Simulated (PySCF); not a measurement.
## VF₄⁺, singlet: molecular constants

Level of theory: PBE0/[V def2-TZVP, F def2-TZVP], no relativity, density fitting, PySCF.

The structure is a minimum.

```
Point group                                                                   : Td
Bond lengths                                                                  : V–F 1.642 Å (×4)
Bond angles                                                                   : F–V–F 109.5° (×6)
Highest occupied level                                                        : -20.36 eV
Zero-point energy                                                             : 29.5 kJ/mol
Enthalpy at 298.15 K above 0 K                                                : 16.87 kJ/mol
Lowest empty level                                                            : -12.47 eV
Rotational constants                                                          : 0.1234, 0.1234, 0.1234 cm⁻¹
Principal polarisabilities                                                    : 28.7, 28.7, 28.7 bohr³
Heat capacity Cp at 298.15 K                                                  : 78.1 J/(mol K)
Entropy at 298.15 K and 1 bar                                                 : 297.2 J/(mol K)
Rotational symmetry number                                                    : 12
Dipole moment about the centre of mass                                        : 0.00 D
Principal quadrupole moments (Buckingham, traceless) about the centre of mass : 0.00, 0.00, 0.00 D Å
```

Harmonic modes (masses in u: V 50.944, F 18.998):
```csv
symmetry,ω (cm⁻¹),"IR (km/mol, summed over degenerate members)",type
e,234,0.0,bend
t2,257,40.2,bend
a1,834,0.0,stretch
t2,950,595,stretch
```

In Td the vibrations span e + 2t2 + a1. The a1, e modes carry no infrared intensity, as symmetry demands.

Charges (e):
```json
{"atom": "V1", "Mulliken": "1.86", "Löwdin": "0.86", "polar tensor": "2.75", "Mayer order to V1": "–"}
{"atom": "F2,3,4,5", "Mulliken": "-0.21", "Löwdin": "0.04", "polar tensor": "-0.44", "Mayer order to V1": "1.17"}
```

Mulliken populations on V1: s 6.06, p 12.25, d 2.78, f 0.05.

Outer orbital energies (eV). occupied: -22.41, -21.57, -20.97, -20.97, -20.97, -20.36, -20.36, -20.36; empty: -12.47, -12.47, -10.81, -10.81.

Formally V is in oxidation state +5, d0. The polar-tensor charge on V, 2.75, is far below the formal one.

Stability towards spin polarisation was not tested. This need not be the most stable arrangement of these atoms.

The final relaxation and frequency run took 46 s on 4 threads of a shared Arm Neoverse N1 host, with 169 basis functions and 6 gradients; the process peaked at 1.9 GiB. Launch command: `OMP_NUM_THREADS=4 python axn.py task.json out`.
